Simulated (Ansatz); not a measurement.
`[GaH2][Br]` + `N=CO` → `O/C=[N]/[GaH2]` + HBr at 600 K and 1 bar (ligand exchange at a Ga–Br bond).

Calculated with Ansatz (gas phase, PBE0-D4/def2-TZVP geometries, no zero-point term in ΔE). CCSD(T)/CBS is the MP2 limit (def2-TZVPP, def2-QZVPP) plus CCSD(T) − MP2 in def2-TZVPP, frozen cores. This one scheme is used for every species. For Br, Ga outer-core shells are correlated without core-valence functions, which leaves a few kJ/mol of doubt a bond. Scalar relativity is left out up to krypton. One conformer a species, not always the lowest.

```json
{"species": "`[GaH2][Br]`", "CCSD(T)/CBS energy (Eh)": "-4498.49736", "H − E (kJ/mol)": "67.3", "S (J/(mol·K))": "317.6"}
{"species": "`N=CO`", "CCSD(T)/CBS energy (Eh)": "-169.71775", "H − E (kJ/mol)": "152.4", "S (J/(mol·K))": "293.9"}
{"species": "`O/C=[N]/[GaH2]`", "CCSD(T)/CBS energy (Eh)": "-2094.25715", "H − E (kJ/mol)": "179.4", "S (J/(mol·K))": "395.6"}
{"species": "HBr", "CCSD(T)/CBS energy (Eh)": "-2573.91920", "H − E (kJ/mol)": "33.5", "S (J/(mol·K))": "219.1"}
```

H − E and S are ideal-gas, rigid-rotor, harmonic terms from PBE0-D4/def2-TZVP, for one conformer and one mirror image of each species. 1 Eh = 2625.50 kJ/mol, R = 8.31446 J/(mol·K).

Question: By hand: ΔE, ΔH, ΔS and ΔG.

Answer: ΔE = (-2094.25715) + (-2573.91920) − (-4498.49736) − (-169.71775) = 0.03876 Eh = 101.8 kJ/mol. Δ(H − E) = 179.4 + 33.5 − 67.3 − 152.4 = -6.8, so ΔH = 95.0 kJ/mol. ΔS = 395.6 + 219.1 − 317.6 − 293.9 = 3.2 J/(mol·K). ΔG = 95.0 − 600 × (3.2)/1000 = 93.1 kJ/mol.

Question: By hand: the equilibrium constant, and the temperature at which ΔG would vanish if ΔH and ΔS stayed fixed.

Answer: log₁₀ K = −ΔG/(RT ln 10) = -8.1. ΔG = 0 at ΔH/ΔS = 29688 K, far beyond where these terms or the molecules hold.

The number of gas molecules stays the same, so ΔS is small and ΔH decides. A doubt of 5 kJ/mol in ΔE shifts log₁₀ K by 0.4 here. Other conformers and mirror images would add mixing entropy, several J/(mol·K) or more a flexible species. These are equilibria of isolated gas molecules and say nothing of rates. Largest T1 diagnostic: 0.016 (customary marks: 0.02 for closed shells, 0.045 for open ones).
